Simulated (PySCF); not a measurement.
C3H9NSi2.

```xyz
15

C      2.6119    -0.5372     0.0116
C      1.1244    -0.3758    -0.0852
N      0.4435    -1.2478    -0.7166
C     -0.9943    -1.1555    -0.8509
Si    -1.8106     0.3802     0.0002
Si     0.2510     1.1395     0.7389
H      2.9282    -0.5913     1.0664
H      2.9284    -1.4505    -0.5117
H      3.1258     0.3335    -0.4280
H     -1.4338    -2.0888    -0.4576
H     -1.2372    -1.1685    -1.9278
H     -2.7716    -0.0114     1.0753
H     -2.5079     1.2676    -0.9792
H      0.4894     1.1545     2.2153
H      0.7564     2.4239     0.1631
```

The structure is a stationary point at PBE0-D3(BJ)/def2-SVP. The structure was generated by enumeration, and PubChem lists no compound with its InChIKey, so it may never have been made. Other conformers were not sampled.

Calculation: PBE/pcSseg-1 in PySCF. Non-relativistic, no solvent.

Computed absolute GIAO shielding of each atom: isotropic value and principal components (ppm):
| atom | σ(iso) | σ11 | σ22 | σ33 | span |
|---|---|---|---|---|---|
| C1 | 148.5 | 126.3 | 136.5 | 182.7 | 56.4 |
| C2 | -2.1 | -84.4 | -19.9 | 98.0 | 182.4 |
| N3 | -177.7 | -609.5 | -122.0 | 198.5 | 808.1 |
| C4 | 125.8 | 79.7 | 118.1 | 179.5 | 99.8 |
| Si5 | 408.6 | 361.8 | 404.3 | 459.8 | 98.0 |
| Si6 | 413.1 | 335.3 | 432.9 | 471.2 | 135.8 |
| H7 | 28.9 | 25.7 | 28.1 | 32.8 | 7.1 |
| H8 | 28.5 | 24.8 | 27.0 | 33.8 | 9.0 |
| H9 | 28.9 | 25.8 | 28.1 | 32.8 | 7.1 |
| H10 | 26.7 | 22.2 | 26.6 | 31.4 | 9.2 |
| H11 | 26.7 | 22.2 | 26.6 | 31.4 | 9.2 |
| H12 | 27.4 | 24.0 | 24.9 | 33.2 | 9.2 |
| H13 | 27.4 | 24.0 | 24.9 | 33.2 | 9.1 |
| H14 | 27.0 | 23.5 | 25.3 | 32.3 | 8.8 |
| H15 | 27.0 | 23.5 | 25.3 | 32.3 | 8.8 |
